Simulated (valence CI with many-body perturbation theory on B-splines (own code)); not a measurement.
The numbers below are computed, except where a source is named.
In⁴³⁺: what the settings do

Level of theory: configuration interaction combined with many-body perturbation theory (CI+MBPT): four valence electrons over a frozen Dirac-Fock core [He], radial functions for each j: 6 s, 6 p, 5 d, 3 f, 1 g, with the one-electron correlation potential Σ1 (screened to all orders), the two-electron term Σ2, the three-electron term Σ3, Breit, model QED; selected single and double excitations, second order for the rest, scaled by the run's own slope (own B-spline code, finite nucleus).

The last digits are not significant, and no measured levels were compared; by estimate large intervals hold to a few tenths of a per cent, small ones and those within an open d or f shell to about a per cent.

The reference run has the lowest level (2s^2 2p1/2^2) J=0 and an ionisation energy of 7208.49 eV. Its largest variational space holds 9999 state functions.

Levels are named by their leading jj configuration (3d3/2^4 stands for four electrons in 3d with j = 3/2), which in mixed levels can hold well under half, so a name can repeat and another be missing. Letters in brackets count levels of one name in rising energy.

Changed runs:
A. lowest core n in screening and Σ2 1 → 1
B. lowest core n in screening and Σ2 1 → 3
C. correlating orbitals by l 3 3 3 2 1 → 5 3 4 0 0
D. size limit of the variational space 10000 → 300; second order for the rest on → off (bad on purpose)

Excitation energies of the reference run in cm⁻¹, and shifts in cm⁻¹:

```
                     Level  Reference  A      C      D
    (2s^2 2p1/2 2p3/2) J=1    1715750  0   -337  +2967
    (2s^2 2p1/2 2p3/2) J=2    1832330  0   +557  +3693
    (2s 2p1/2^2 2p3/2) J=2    3011690  0   -432  +5891
    (2s 2p1/2^2 2p3/2) J=1    3457040  0   +975  +8336
        (2s^2 2p3/2^2) J=2    3634690  0   +219  +3644
        (2s^2 2p3/2^2) J=0    3921500  0   +583   +770
(2s 2p1/2 2p3/2^2) J=2 [a]    4637540  0   -436  +4320
    (2s 2p1/2 2p3/2^2) J=3    4888880  0   +660  +3720
    (2s 2p1/2 2p3/2^2) J=0    5148350  0   +512   +794
(2s 2p1/2 2p3/2^2) J=1 [a]    5249920  0   +800  +6800
(2s 2p1/2 2p3/2^2) J=2 [b]    5331530  0  +1620  +7470
(2s 2p1/2 2p3/2^2) J=1 [b]    5365130  0  +1071  +8156
    Ionisation energy (eV)    7208.49  0  -0.19  -0.27
```

No effect on these energies: A.

Run B: It gave no result: the setting left no core shell for the response of the core. The program said: "need at least one array to concatenate".
